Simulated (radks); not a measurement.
The numbers below are computed, except where a source is named.
Question: The table gives one normalised radial function P(r) = r R(r) of Gd+ in [Xe] 4f6.5 5d1.5 6s1 (r in bohr). Level of theory: scalar-relativistic Kohn-Sham, PBE, spin-polarised, spherical densities, finite nucleus; open shells are filled with parallel spins first (spin-orbit coupling, left out, can overturn this in heavy ions); Fermi nuclear charge, rms radius 5.1569 fm (a radial shooting solver on a logarithmic mesh with Libxc functionals).

| r | P |
|---|---|
| 0.000915 | 0.0000 |
| 0.00124 | 0.0000 |
| 0.001681 | 0.0000 |
| 0.002278 | 0.0000 |
| 0.003087 | 0.0000 |
| 0.004184 | 0.0000 |
| 0.00567 | 0.0000 |
| 0.007684 | 0.0000 |
| 0.01041 | 0.0000 |
| 0.01411 | 0.0001 |
| 0.01913 | 0.0003 |
| 0.02592 | 0.0010 |
| 0.03513 | 0.0030 |
| 0.04762 | 0.0082 |
| 0.06453 | 0.0218 |
| 0.08746 | 0.0541 |
| 0.1176 | 0.1207 |
| 0.1594 | 0.2492 |
| 0.216 | 0.4561 |
| 0.2927 | 0.7241 |
| 0.3967 | 0.9786 |
| 0.5376 | 1.1057 |
| 0.7286 | 1.0372 |
| 0.9875 | 0.8148 |
| 1.338 | 0.5394 |
| 1.814 | 0.2976 |
| 2.458 | 0.1342 |
| 3.332 | 0.0476 |
| 4.515 | 0.0121 |
| 6.119 | 0.0019 |
| 8.293 | 0.0002 |
| 11.24 | 0.0000 |

Which n and l does it have? It may be an empty orbital.

Answer: n = 4, l = 3: the number of nodes gives n - l - 1 = 0, the rise at small r (about r^(l+1), flatter next to the nucleus through relativity) gives l, and the extent must fit the shell. The curve is that of 4f up; the table hardly tells the two spins apart. 4f up: eigenvalue -20.050 eV, 0 radial nodes, <r> = 0.830 bohr, 90 % of the charge inside 1.40 bohr.
